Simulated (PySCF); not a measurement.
How methods differ on the excitation energy of C²⁺

C²⁺ [He] 2s2 (1S) → C²⁺ [He] 2s1 2p1 (3P), as a difference of total energies. Calculation: PySCF 2.14, in x2c-QZVPPall; scalar relativity by spin-free X2C-1e. Correlated levels: valence and next inner shell: nothing frozen. The calculations carry no spin-orbit coupling.

```
                                method  excitation energy (cm⁻¹)
                                   UHF                     37554
    MP2 (valence and next inner shell)                     46521
SCS-MP2 (valence and next inner shell)                     49070
   CCSD (valence and next inner shell)                     52249
CCSD(T) (valence and next inner shell)                     52340
```

A first-order spin-orbit estimate (lowest level to lowest level, LS coupling) adds -0.007 eV.

The basis was made for the ground configuration and has no added diffuse functions, so the excitation energy can come out too high.
